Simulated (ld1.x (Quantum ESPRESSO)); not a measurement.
# Reading a pseudo-wave (hydrogen)

Columns: radius, all-electron u(r) and pseudo u(r) of the 1s shell (level -6.49 eV) of hydrogen in the configuration 1s1; PBE, non-relativistic, PAW scheme, ld1.x (Quantum ESPRESSO) 7.5.

```tsv
r (bohr)	all-electron	pseudo
0.082	0.1449	0.0904
0.165	0.2679	0.1801
0.248	0.3700	0.2661
0.330	0.4528	0.3458
0.413	0.5210	0.4197
0.495	0.5747	0.4849
0.578	0.6173	0.5422
0.660	0.6494	0.5897
0.742	0.6728	0.6280
0.825	0.6891	0.6576
0.908	0.6989	0.6784
0.990	0.7032	0.6910
1.072	0.7031	0.6966
1.155	0.6990	0.6963
1.238	0.6916	0.6910
1.320	0.6817	0.6819
1.402	0.6696	0.6699
1.485	0.6555	0.6557
1.568	0.6400	0.6400
1.650	0.6235	0.6235
1.733	0.6059	0.6059
1.815	0.5879	0.5879
1.898	0.5693	0.5693
1.980	0.5506	0.5506
2.062	0.5318	0.5318
2.145	0.5127	0.5127
```

Task: How many radial nodes do the two functions have?

Result: The all-electron 1s function has n − l − 1 = 0; the pseudo-wave has 0.

Task: At about which radius was the pseudo-wave matched?

Result: 1.65 bohr. The columns agree to 0.0005 from 1.32 bohr on; several derivatives are matched, so the curves merge somewhat inside the radius.

Task: Is the pseudo-wave norm-conserving?

Result: No, it belongs to a PAW set: the norm inside the radius is not constrained, and the difference is carried by the augmentation charge.
